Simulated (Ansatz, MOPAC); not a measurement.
System: HS2O (charge 0, doublet). SMILES: OS[S]

Atoms: S1, S2, O3, H4. Bonds: S1-S2, S2-O3, O3-H4.

Bond lengths (Å) and angles (degrees) optimised at AM1 with MOPAC; PM7 with MOPAC; HF/STO-3G with Ansatz (a quantum-chemistry and plane-wave program); PBE/6-31G* with Ansatz, each started from the B3LYP-D3(BJ)/def2-TZVP structure (Ansatz) of the last column. A row stands for all coordinates that are equal there. 6-31G* holds six Cartesian d functions. At AM1 the structure is a saddle point. At PM7 the structure is a saddle point. No wavenumbers were computed at HF/STO-3G, PBE/6-31G*, so these may be saddle points.

```tsv
coordinate	AM1	PM7	HF/STO-3G	PBE/6-31G*	B3LYP-D3(BJ)/def2-TZVP
S1-S2	1.884	1.846	2.017	1.953	1.923
S2-O3	1.714	1.653	1.716	1.710	1.663
O3-H4	0.961	0.970	0.995	0.988	0.971
S1-S2-O3	110.6	117.0	101.5	110.6	109.6
S2-O3-H4	111.3	119.5	104.6	106.8	108.4
```

Mean signed difference of all 3 bond lengths from B3LYP-D3(BJ)/def2-TZVP: AM1 0.001 Å, PM7 -0.029 Å, HF/STO-3G 0.057 Å, PBE/6-31G* 0.031 Å.
